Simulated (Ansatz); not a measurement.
Reaction (redistribution): `BC([SiH3])BCl` + `O[SiH2][SiH3]` → `[SiH3][SiH2]BCl` + `BC(O)[SiH3]`

Program: Ansatz. Geometries: PBE0-D4/def2-TZVP. ΔE: electronic, gas phase. CCSD(T)/CBS adds triple-zeta CCSD(T) − MP2 to the extrapolated MP2 energy (def2 sets, frozen cores). DFT in def2-TZVPP. B3LYP here is the variant with VWN-RPA as its local correlation; programs differ in this. Each species was taken in one conformer, which may not be the lowest.

```
    level  ΔE (kJ/mol)
   PBE-D4        215.3
r2SCAN-D4        235.5
 B3LYP-D4        232.4
    B3LYP        230.9
```

**Question.** What does CCSD(T)/CBS give? (Estimate.)

**Answer.** Computed: +245.2 kJ/mol. The listed levels differ from it by -29.9, -9.7, -12.8, -14.3 kJ/mol.

Largest T1 diagnostic among the species: 0.014.

From PBE to PBE0 (25 % exact exchange), in def2-TZVPP and without D4, ΔE moves by +13.4 kJ/mol.
